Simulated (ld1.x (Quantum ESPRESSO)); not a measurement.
Configuration tests for cadmium (TM semilocal)

Cd, norm-conserving Troullier–Martins (semilocal form), made with ld1.x (Quantum ESPRESSO) 7.5 (BP86, scalar-relativistic). Core [Kr], reference 4d10 5s1 5p0 (charge +1). Waves: 5s (bound): rc 1.90 bohr; 4d (bound): rc 1.35 bohr; 4f channel at 0.05 Ry: rc 1.75 bohr; 5p (bound, empty): rc 2.15 bohr. Local part: the p channel. Core correction: a·sin(br)/r model core inside 1.15 bohr.

Energies are relative to the spin-unpolarised reference configuration 4d10 5s1 5p0; without spin polarisation the order of configurations can differ from experiment.

Question: Give the all-electron excitation energy and the error of the potential for: 4d10 5s2 5p0; 4d10 5s0 5p0; 4d9 5s0 5p0; 4d9 5s2 5p1; 4d9 5s2 5p0; 4d8 5s0 5p0; 4d10 5s1 5p1.

Answer:

| valence configuration | charge | ΔE all-electron (eV) | error AE − PS (meV) |
| --- | --- | --- | --- |
| 4d10 5s2 5p0 | 0 | -9.470 | -2.4 |
| 4d10 5s0 5p0 | +2 | 17.226 | -16 |
| 4d9 5s0 5p0 | +3 | 55.318 | -79 |
| 4d9 5s2 5p1 | 0 | 3.143 | -149 |
| 4d9 5s2 5p0 | +1 | 8.619 | -116 |
| 4d8 5s0 5p0 | +4 | 109.451 | -437 |
| 4d10 5s1 5p1 | 0 | -4.750 | +0.6 |

Levels in the configuration 4d10 5s1 5p1:

| level | all-electron (eV) | pseudo (eV) |
| --- | --- | --- |
| 4d | -13.762 | -13.793 |
| 5s | -7.114 | -7.113 |
| 5p | -2.235 | -2.236 |
